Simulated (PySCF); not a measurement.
# A small calculation by hand: entropy of an ideal gas

TaOF3, SMILES [O]=[Ta]([F])([F])[F], multiplicity 1.

Geometry optimised at B3LYP-D3(BJ)/def2-SVP. The multiplicity is an assumed one; other spin states were not compared. The isomer is the one that the SMILES or the coordinates give; other isomers of the formula were not compared. The def2 effective core potentials stand for the cores of Ta; spin–orbit coupling is left out.

B3LYP-D3(BJ)/def2-SVP in PySCF gives the harmonic wavenumbers 162, 162, 189, 259, 259, 701, 704, 704, 1020 cm⁻¹ and the rotational temperatures 0.1548, 0.1548, 0.1314 K. The molar mass is 253.94 g/mol, the symmetry number 3, the spin multiplicity 1.

Task: Work out the entropy at 298.15 K and 1 atm in the rigid-rotor, harmonic-oscillator model.

Result: 
Translation (Sackur–Tetrode at 1 atm): S = R[1.5 ln M + 2.5 ln T − 1.16487] = 177.8 J/(mol K).
Rotation: q = (√π/σ) T^1.5/√(θA θB θC) = 54200, S = R[ln q + 3/2] = 103.1 J/(mol K).
Vibration: with u = 1.4388 ν/T, each mode gives R[u/(e^u − 1) − ln(1 − e^−u)]:
```
ν (cm⁻¹)  modes     u  S (J/(mol K))
--------  -----  ----  -------------
162           2  0.78          21.14
189           1  0.91           9.36
259           2  1.25          13.96
701           1  3.38           1.28
704           2  3.40           2.52
1020          1  4.92           0.36
```
These are all the modes. Sum 48.6 J/(mol K).
Spin: R ln 1 = 0.0 J/(mol K).
Total 329.5 J/(mol K); the program's own thermochemistry gives 329.5. Translation makes up 54 % and vibration 15 %. Anharmonicity, hindered rotation and orbital degeneracy are left out.
